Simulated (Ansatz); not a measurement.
Pb₂S⁺ (the lowest doublet isomer of a short search) was relaxed with PBE-D4 (def2-TZVP) in Ansatz in these states: charge +1 doublet, charge +1 quartet. The geometries follow in no particular order.

In the def2 sets Pb takes a core potential; there is no spin–orbit coupling.

A:

```csv
atom,x (Å),y (Å),z (Å)
Pb1,-0.0571,0.9007,-1.5591
Pb2,-0.1659,0.3024,1.7681
S3,0.2230,-1.2030,-0.2090
```

B:

| atom | x (Å) | y (Å) | z (Å) |
| --- | --- | --- | --- |
| Pb1 | 1.558 | 0.159 | 0.770 |
| Pb2 | -0.352 | -0.074 | -1.707 |
| S3 | -1.206 | -0.084 | 0.937 |

Q: Judge from the bond lengths which geometry belongs to which state (an estimate).

A: A is the charge +1 doublet (Pb2–S3 2.515 Å, Pb1–S3 2.515 Å, Pb1–Pb2 3.382 Å); B is the charge +1 quartet (Pb2–S3 2.779 Å, Pb1–S3 2.779 Å, Pb1–Pb2 3.137 Å).

At PBE0-D4/def2-TZVP a doublet lies 2.16 eV below the charge +1 quartet. These are the stationary points nearest to one start from a short search; other shapes may lie lower in each state.
